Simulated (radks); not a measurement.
Valence configurations of Ni (all share [Ar]). All-electron calculation, non-relativistic Kohn-Sham, PBEsol, spin-unpolarised, spherical densities, point nucleus. Program: a radial shooting solver on a logarithmic mesh with Libxc functionals. Energies are relative to 3d8 4s2; eigenvalues in eV.

valence          E (eV)    e(3d)   e(4p)    e(4s)
3d8 4s2           0.000   -9.244       -   -5.542
3d7.5 4s2 4p0.5   4.721  -12.891  -1.977   -6.789
3d9 4s1          -1.992   -4.820       -   -4.338
3d7 4s2 4p1      10.951  -16.683  -2.642   -7.928
3d10             -1.371   -1.939       -        -
3d6 4s2 4p2      28.354  -24.753  -3.867  -10.029
3d8 4s1 4p1       4.460  -11.113  -2.119   -6.719
3d5.5 4s2 4p2.5  39.711  -29.021  -4.453  -11.023
3d8.5 4s1 4p0.5   0.623   -7.868  -1.463   -5.588
3d8 4s1.5 4p0.5   2.194  -10.226  -1.709   -6.173

NIST lists [Ar] 3d8 4s2 as the ground configuration; this level of theory puts 3d9 4s1 lower, by 1.992 eV. The energies are those of spherical spin-averaged densities, not of single terms.
